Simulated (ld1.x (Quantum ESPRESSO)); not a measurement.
## Ce (Z = 58), PAW: configuration errors across variants

ld1.x (Quantum ESPRESSO) 7.5 input, shortened:

```
&input
   title='Ce', zed=58., rel=2, dft='REVPBE', iswitch=3,
   config='[Xe] 4f1 5d1 6s1.5 6p0', rel_dist='average'
 /
 &inputp
   pseudotype=3, lpaw=.true., tm=.true., lloc=-1, rcloc=2.05,
   nlcc=.true., new_core_ps=.true., rcore=1.15,
   which_augfun='PSQ', rmatch_augfun=1.05
 /
8
5S  1  0   2.00   0.00  1.95  2.25  0.0
6S  2  0   1.50   0.00  1.95  2.25  0.0
5P  2  1   6.00   0.00  2.50  2.95  0.0
6P  3  1   0.00   0.00  2.50  2.95  0.0
5D  3  2   1.00   0.00  2.75  3.15  0.0
5D  3  2   0.00   2.20  2.75  3.15  0.0
4F  4  3   1.00   0.00  1.20  1.40  0.0
4F  4  3   0.00  -0.20  1.20  1.40  0.0
 &test
   configts(1)='4f1 5s2 5p6 5d1 6s1.5 6p0'
 /
```

Open shells are filled in proportion to 2j + 1 (rel_dist='average').

All-electron excitation energies from the reference (eV): (1) 4f1 5s2 5p6 5d1 6s2 6p0 -2.414; (2) 4f1 5s2 5p6 5d1 6s1 6p0 3.585; (3) 4f1 5s2 5p6 5d1 6s0 6p0 14.534; (4) 4f1 5s2 5p6 5d2 6s1 6p0 -1.535.

1 further variants failed, have other tests or too few solved ones, and are left out.

Errors AE − PS in meV (a dash: test not solved or not reliable):

```tsv
change	(1)	(2)	(3)	(4)	bound ghosts
base	+0.1	+0.1	+0.8	+3.5	not determined
wave 4f channel at -0.2 Ry: rcut 1.20, rcutus 1.40 bohr becomes 4f channel at 1.23 Ry: rcut 1.20, rcutus 1.40 bohr	+0.1	+0.1	+0.8	+3.5	not determined
waves 4f (bound): rcut 1.20, rcutus 1.68 bohr; 4f channel at -0.2 Ry: rcut 1.20, rcutus 1.68 bohr	+0.1	+0.1	+0.8	+3.5	not determined
waves 5s (bound): rcut 1.42, rcutus 1.50 bohr; 6s (bound): rcut 1.42, rcutus 1.50 bohr	0.0	0.0	+0.8	+2.7	not determined
local potential all-electron potential smoothed inside 1.20 bohr (lloc = -2)	+0.1	+0.1	+3.5	–	not determined
```

(1) Give the same row for: waves 5d (bound): rcut 2.75, rcutus 4.60 bohr; 5d channel at 2.2 Ry: rcut 2.75, rcutus 4.60 bohr.

Answers

(1) -0.2, -0.4, -3.9, +0.7; bound ghosts: not determined.
